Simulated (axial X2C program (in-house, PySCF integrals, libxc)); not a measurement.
**Working with the constants of NaK**

A bond curve at the CCSD(T) level, 2c, was computed with an in-house all-electron X2C program for linear molecules (integrals from PySCF) (basis K dyall-cv3z [11s12p6d3f], Na dyall-cv3z [9s8p5d2f] (cores contracted in-house)) for the state Ω = 0 (closed shell). Its fit gives Re = 3.5541 Å, ωe = 121.3 cm⁻¹, ωexe = 0.472 cm⁻¹ and αe = 4.100e-04 cm⁻¹; the masses are 38.9637 and 22.9898 u. Two-component means X2C with spin–orbit coupling and atomic mean-field Coulomb and Gaunt terms.

Correlated methods: 10 electrons correlated (number of frozen shells: K 2 s, 1 p; Na 2 s, 1 p), 260 virtual spin orbitals or spinors in MP2, 90 natural virtuals in coupled cluster.

Problem. Find the reduced mass, Be and the force constant.

Solution. From the CCSD(T) values: μ = 14.4587 u. Be = 16.8576/(μ Re²) = 0.0923 cm⁻¹. k = 5.8918×10⁻⁷ μ ωe² = 0.125 mdyn/Å.

Problem. A Morse curve ties αe to the other constants (Pekeris). How well does that hold?

Solution. αe(Morse) = 6Be²/ωe × (√(ωexe/Be) − 1) = 5.315e-04 cm⁻¹; the CCSD(T) curve gives 4.100e-04 cm⁻¹, a ratio of 1.30.

Problem. Estimate the centrifugal constant by the Kratzer relation.

Solution. D = 4Be³/ωe² = 2.14e-07 cm⁻¹.

Problem. Estimate De from a Morse curve and compare with the computed well depth of 0.629 eV to K + Na.

Solution. De(Morse) = ωe²/(4ωexe) = 0.966 eV against 0.629 eV computed, a ratio of 1.54. The extrapolation overshoots: the well softens faster than a Morse curve, or the lowest atomic limit lies below the one to which the curve heads.

Problem. Where do the fundamental and the first overtone lie?

Solution. ν(1←0) = ωe − 2ωexe = 120.4 cm⁻¹; ν(2←0) = 2ωe − 6ωexe = 239.8 cm⁻¹.

The state is a single determinant with fixed occupations, the lowest that a limited PBE0 search found. Dissociation energies refer to the lowest single-determinant-based atoms at the same level and basis. CCSD and (T) use frozen natural virtuals with an MP2 correction for the truncation; (T) itself is uncorrected, so its De runs slightly low.
